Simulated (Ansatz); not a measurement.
Species: H$_{8}$N$_{4}$Si, SMILES `N[Si](N)(N)N` (charge 0, multiplicity 1), formula H8N4Si.

Question: How many basis functions does frozen-core CCSD(T)/cc-pVDZ // B3LYP-D3(BJ)/def2-SVP (Ansatz, a quantum-chemistry and plane-wave program) use, how many core orbitals are frozen, and how many electrons are correlated?

Answer: 114 basis functions and 9 frozen orbitals, which leaves 32 correlated electrons. Core time is of the order of seconds.
